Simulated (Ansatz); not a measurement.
F₂H₆N₂OSi₂ (`N[Si@@H](F)O[Si@@H](N)F`), one more setting.

```yaml
crystal:
  periodic: [false, false, false]
  atoms:
    - {symbol: N, position_ang: [-0.094187, -1.514750, 2.096689]}
    - {symbol: Si, position_ang: [0.704658, -1.037584, 0.810308]}
    - {symbol: F, position_ang: [1.231932, -2.152172, -0.171338]}
    - {symbol: O, position_ang: [-0.032423, 0.048830, -0.176844]}
    - {symbol: Si, position_ang: [-0.280232, 0.747676, -1.390935]}
    - {symbol: N, position_ang: [-1.200109, 1.994373, -0.983755]}
    - {symbol: F, position_ang: [1.147289, 1.438731, -1.766847]}
    - {symbol: H, position_ang: [-1.046011, -1.760971, 1.977668]}
    - {symbol: H, position_ang: [0.316109, -2.129999, 2.913648]}
    - {symbol: H, position_ang: [2.224375, -0.455206, 1.326082]}
    - {symbol: H, position_ang: [-0.659016, -0.063838, -2.560692]}
    - {symbol: H, position_ang: [-1.245371, 2.509551, -0.171884]}
    - {symbol: H, position_ang: [-1.563605, 2.555578, -1.941635]}
basis:
  gaussian: {orbitals: def2-TZVP, point_charges: [{charge: 2.00, position_ang: [5.792, -0.842, -0.516]}]}
total_charge: 1
magnetization: {spin_polarized: true, initial_magnetization: 1}
hamiltonian: {xc: {name: r2SCANh}, dispersion: d3bjatm, pseudopotentials: {relativity: none}}
```

```sh
$ ansatz run in.yaml --threads 2 --pin off --events-out ev --progress --plain --max-ram 32768MiB --backend cpu
```

Shortened log:

```
Functional definition: r2SCANh
1541 factors; their error is unknown
mean field evaluation 1: about -26274.9968 eV, gradient 9.3e1 eV
mean field evaluation 2: about -26223.8486 eV, gradient 1.4e2 eV
mean field evaluation 4: about -26295.8007 eV, gradient 3.9e1 eV
mean field evaluation 8: about -26304.8026 eV, gradient 3.7e0 eV
mean field evaluation 16: about -26304.8990 eV, gradient 6.8e-2 eV
mean field evaluation 32: about -26304.8513 eV, gradient 1.2e0 eV
mean field -26304.92112984 eV, -966.6880214057 hartree, gradient 7.2e-5 eV, S^2 0.756877; 4 other end points of the search recorded, 0 dependent functions left out
reference -26304.92114328 eV, -966.6880218996 hartree; 37, 36 occupied and 228, 229 virtual orbitals, 1541 factors
Total energy: -26305.01124919 eV, -966.6913332307 hartree
```

Hardware: 2 threads of a server CPU on a shared host. Wall time 93 s, peak host memory 1.2 GiB.
